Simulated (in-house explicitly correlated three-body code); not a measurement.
Computed with an exponentially correlated three-body code. Model: two electrons around a point charge, non-relativistic, variational in 260 exponentially correlated functions (energies converged to about 1e-7 hartree, or 1e-8 relative for large Z).

Command:
```bash
python run_hyl.py task.json out
```
Settings (lengths in bohr, energies in hartree):
```
Z                      10
screening              0.35
interaction_strength   1
functions              260
states_tried           13
```

Time taken, with all properties: 2.6 min on 1 thread of Arm Neoverse N1 (shared host).

**Those bound S and P states to n = 4 that converged, binding against the one-electron ion.**

Given: nuclear charge 10; Yukawa screening of all interactions 0.35 1/bohr.

Computed: one-electron threshold -46.589828 hartree.

```json
{"term": "1 1S", "energy (hartree)": "-87.4297006", "binding (eV)": "1111.3"}
{"term": "2 3S", "energy (hartree)": "-54.4311627", "binding (eV)": "213.37"}
{"term": "2 1S", "energy (hartree)": "-54.0678864", "binding (eV)": "203.49"}
{"term": "2 3P", "energy (hartree)": "-54.0356585", "binding (eV)": "202.61"}
{"term": "2 1P", "energy (hartree)": "?", "binding (eV)": "?"}
{"term": "3 3S", "energy (hartree)": "-48.7735219", "binding (eV)": "59.421"}
{"term": "3 1S", "energy (hartree)": "?", "binding (eV)": "?"}
{"term": "3 3P", "energy (hartree)": "-48.6457425", "binding (eV)": "55.944"}
{"term": "3 1P", "energy (hartree)": "-48.5833711", "binding (eV)": "54.247"}
{"term": "4 3S", "energy (hartree)": "-47.1445631", "binding (eV)": "15.095"}
{"term": "4 1S", "energy (hartree)": "-47.1180429", "binding (eV)": "14.373"}
{"term": "4 3P", "energy (hartree)": "-47.0867369", "binding (eV)": "13.522"}
{"term": "4 1P", "energy (hartree)": "-47.0677237", "binding (eV)": "13.004"}
```

(1) What belongs in the row 2 1P?

(2) What belongs in the row 3 1S?

**Converged states only, values per electron or pair (inverse distances are <exp(-kr)/r>).**

```json
{"term": "1 1S", "mean r (bohr)": "0.15606", "mean r squared (bohr²)": "0.032646", "mean inverse r (1/bohr)": "9.3381", "mean r12 (bohr)": "0.22978", "mean inverse r12 (1/bohr)": "5.5944", "mean cosine": "-0.013262", "mean p1 dot p2 (bohr⁻²)": "1.2126", "delta r1 (bohr⁻³)": "297.09", "delta r12 (bohr⁻³)": "32.534"}
{"term": "2 3S", "mean r (bohr)": "?", "mean r squared (bohr²)": "?", "mean inverse r (1/bohr)": "?", "mean r12 (bohr)": "?", "mean inverse r12 (1/bohr)": "?", "mean cosine": "?", "mean p1 dot p2 (bohr⁻²)": "?", "delta r1 (bohr⁻³)": "?", "delta r12 (bohr⁻³)": "-"}
{"term": "2 1S", "mean r (bohr)": "0.40758", "mean r squared (bohr²)": "0.27334", "mean inverse r (1/bohr)": "5.7859", "mean r12 (bohr)": "0.68241", "mean inverse r12 (1/bohr)": "1.7512", "mean cosine": "-0.0067641", "mean p1 dot p2 (bohr⁻²)": "0.10365", "delta r1 (bohr⁻³)": "174.13", "delta r12 (bohr⁻³)": "5.5578"}
{"term": "2 3P", "mean r (bohr)": "0.35114", "mean r squared (bohr²)": "0.19859", "mean inverse r (1/bohr)": "5.7884", "mean r12 (bohr)": "0.58697", "mean inverse r12 (1/bohr)": "1.7651", "mean cosine": "-0.070994", "mean p1 dot p2 (bohr⁻²)": "-6.2243", "delta r1 (bohr⁻³)": "157.75", "delta r12 (bohr⁻³)": "-"}
{"term": "2 1P", "mean r (bohr)": "?", "mean r squared (bohr²)": "?", "mean inverse r (1/bohr)": "?", "mean r12 (bohr)": "?", "mean inverse r12 (1/bohr)": "?", "mean cosine": "?", "mean p1 dot p2 (bohr⁻²)": "?", "delta r1 (bohr⁻³)": "?", "delta r12 (bohr⁻³)": "?"}
{"term": "3 3S", "mean r (bohr)": "0.84409", "mean r squared (bohr²)": "1.3598", "mean inverse r (1/bohr)": "5.1649", "mean r12 (bohr)": "1.5479", "mean inverse r12 (1/bohr)": "0.55243", "mean cosine": "-0.0013054", "mean p1 dot p2 (bohr⁻²)": "0.023323", "delta r1 (bohr⁻³)": "163.07", "delta r12 (bohr⁻³)": "-"}
{"term": "3 1S", "mean r (bohr)": "0.86174", "mean r squared (bohr²)": "1.423", "mean inverse r (1/bohr)": "5.1587", "mean r12 (bohr)": "1.5816", "mean inverse r12 (1/bohr)": "0.62239", "mean cosine": "-0.0019314", "mean p1 dot p2 (bohr⁻²)": "0.029043", "delta r1 (bohr⁻³)": "162.88", "delta r12 (bohr⁻³)": "1.4485"}
{"term": "3 3P", "mean r (bohr)": "0.80638", "mean r squared (bohr²)": "1.2493", "mean inverse r (1/bohr)": "5.1583", "mean r12 (bohr)": "1.4745", "mean inverse r12 (1/bohr)": "0.6247", "mean cosine": "-0.015378", "mean p1 dot p2 (bohr⁻²)": "-1.3089", "delta r1 (bohr⁻³)": "158.62", "delta r12 (bohr⁻³)": "-"}
{"term": "3 1P", "mean r (bohr)": "0.82004", "mean r squared (bohr²)": "1.2957", "mean inverse r (1/bohr)": "5.1534", "mean r12 (bohr)": "1.4974", "mean inverse r12 (1/bohr)": "0.66941", "mean cosine": "0.01118", "mean p1 dot p2 (bohr⁻²)": "1.339", "delta r1 (bohr⁻³)": "158.91", "delta r12 (bohr⁻³)": "0.43224"}
{"term": "4 3S", "mean r (bohr)": "1.6165", "mean r squared (bohr²)": "5.3583", "mean inverse r (1/bohr)": "4.9487", "mean r12 (bohr)": "3.0876", "mean inverse r12 (1/bohr)": "0.20763", "mean cosine": "-0.00042532", "mean p1 dot p2 (bohr⁻²)": "0.0073404", "delta r1 (bohr⁻³)": "160.19", "delta r12 (bohr⁻³)": "-"}
{"term": "4 1S", "mean r (bohr)": "1.6487", "mean r squared (bohr²)": "5.5844", "mean inverse r (1/bohr)": "4.9459", "mean r12 (bohr)": "3.1515", "mean inverse r12 (1/bohr)": "0.22749", "mean cosine": "-0.00062056", "mean p1 dot p2 (bohr⁻²)": "0.0092847", "delta r1 (bohr⁻³)": "160.13", "delta r12 (bohr⁻³)": "0.45371"}
{"term": "4 3P", "mean r (bohr)": "1.6013", "mean r squared (bohr²)": "5.2933", "mean inverse r (1/bohr)": "4.9446", "mean r12 (bohr)": "3.0578", "mean inverse r12 (1/bohr)": "0.22614", "mean cosine": "-0.0045418", "mean p1 dot p2 (bohr⁻²)": "-0.3831", "delta r1 (bohr⁻³)": "158.8", "delta r12 (bohr⁻³)": "-"}
{"term": "4 1P", "mean r (bohr)": "1.6266", "mean r squared (bohr²)": "5.469", "mean inverse r (1/bohr)": "4.9424", "mean r12 (bohr)": "3.1071", "mean inverse r12 (1/bohr)": "0.23857", "mean cosine": "0.0032771", "mean p1 dot p2 (bohr⁻²)": "0.39655", "delta r1 (bohr⁻³)": "158.88", "delta r12 (bohr⁻³)": "0.13681"}
```

(3) What belongs in the row 2 3S?

(4) What belongs in the row 2 1P?

**Electric-dipole lines between converged S and P states, rate of the upper state's decay.**

```csv
s state,p state,p minus s (eV),oscillator strength from s,rate (1/s)
1 1S,2 1P,915.58,0.70569,8.5565e+12
1 1S,3 1P,1057.1,0.13245,2.1407e+12
1 1S,4 1P,1098.3,0.037482,6.5397e+11
2 1S,2 1P,7.7552,0.065747,5.7194e+07
2 1S,3 1P,?,?,?
2 1S,4 1P,190.48,0.069712,3.6586e+10
3 1S,2 1P,-138.67,-0.051763,4.3189e+10
3 1S,3 1P,2.8192,0.15809,1.8173e+07
3 1S,4 1P,44.062,0.30088,8.4491e+09
4 1S,2 1P,-181.36,-0.0093375,1.3327e+10
4 1S,3 1P,-39.874,-0.11082,7.6452e+09
4 1S,4 1P,1.3693,0.32557,8.8289e+06
2 3S,2 3P,10.762,0.086302,1.4458e+08
2 3S,3 3P,157.43,0.32739,1.1736e+11
2 3S,4 3P,199.85,0.067221,3.8834e+10
3 3S,2 3P,-143.19,-0.053672,4.7751e+10
3 3S,3 3P,3.4771,0.18761,3.2808e+07
3 3S,4 3P,45.9,0.28498,8.6841e+09
4 3S,2 3P,-187.52,-0.0095401,1.4556e+10
4 3S,3 3P,?,?,?
4 3S,4 3P,1.5735,0.36087,1.2924e+07
```

(5) What belongs in the row 2 1S 3 1P?

(6) What belongs in the row 4 3S 3 3P?

**Static dipole response.**

```
state  polarisability (bohr³)
 1 1S               0.0010513
 2 1S                 0.82651
 2 3S                 0.56654
```

## Answers

(1) energy (hartree): -53.782889; binding (eV): 195.73.

(2) energy (hartree): -48.6869734; binding (eV): 57.066.

(3) mean r (bohr): 0.39698; mean r squared (bohr²): 0.25683; mean inverse r (1/bohr): 5.8082; mean r12 (bohr): 0.6686; mean inverse r12 (1/bohr): 1.452; mean cosine: -0.0043675; mean p1 dot p2 (bohr⁻²): 0.08865; delta r1 (bohr⁻³): 175.04.

(4) mean r (bohr): 0.35951; mean r squared (bohr²): 0.20965; mean inverse r (1/bohr): 5.7712; mean r12 (bohr): 0.58151; mean inverse r12 (1/bohr): 1.9435; mean cosine: 0.051671; mean p1 dot p2 (bohr⁻²): 5.9891; delta r1 (bohr⁻³): 159.14; delta r12 (bohr⁻³): 1.5117.

(5) p minus s (eV): 149.24; oscillator strength from s: 0.34589; rate (1/s): 1.1143e+11.

(6) p minus s (eV): -40.849; oscillator strength from s: -0.1172; rate (1/s): 8.486e+09.
